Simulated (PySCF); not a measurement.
**State search for ZnO**

Unrestricted PBE0; PySCF, no relativity, basis sets Zn def2-TZVPP, O def2-TZVPP. Outer shells of the fragments: Zn 3d10 4s2; O 2s2 2p4.

Followed along the bond (rough minima from three points):

```json
{"2Ms+1": "3", "unpaired": "σ ↑, π ↑", "⟨S²⟩ at the start": "2.01", "R at minimum (Å)": "1.87", "Te (eV)": "0.00"}
{"2Ms+1": "1", "unpaired": "σ ↓, π ↑", "⟨S²⟩ at the start": "1.01", "R at minimum (Å)": "1.85", "Te (eV)": "0.13"}
{"2Ms+1": "1", "unpaired": "none", "⟨S²⟩ at the start": "0.00", "R at minimum (Å)": "1.70", "Te (eV)": "0.22"}
{"2Ms+1": "3", "unpaired": "σ ↑↑", "⟨S²⟩ at the start": "2.00", "R at minimum (Å)": "1.80", "Te (eV)": "1.54"}
```

Solutions found at the starting distance of 1.790 Å, counted from the lowest of them; the search is not exhaustive and high or unbound solutions are not listed, so other states can lie among these:

```
2Ms+1  unpaired   term  E (eV)  ⟨S²⟩  ⟨Lz²⟩  μ (D)
    3  σ ↑, π ↑     ³Π    0.00  2.01   1.01  -2.18
    1  σ ↓, π ↑  mixed    0.13  1.01   1.01  -2.29
    1      none    ¹Σ⁺    0.29  0.00   0.00  -5.95
    3      σ ↑↑    ³Σ⁺    1.50  2.00   0.00  -2.97
    3      π ↑↑    ³Σ⁻    3.32  2.01   0.00   3.10
    3      π ↑↑  mixed    3.96  2.01   2.01  -2.95
```

A term symbol is given only where ⟨S²⟩ and ⟨Lz²⟩ are close to those of a pure state; real π, δ and φ orbitals otherwise mix terms. A positive dipole means Zn(−)O(+).

Counting both spins, an empty level lies below a filled one in some of these solutions, because spin and occupation are held.
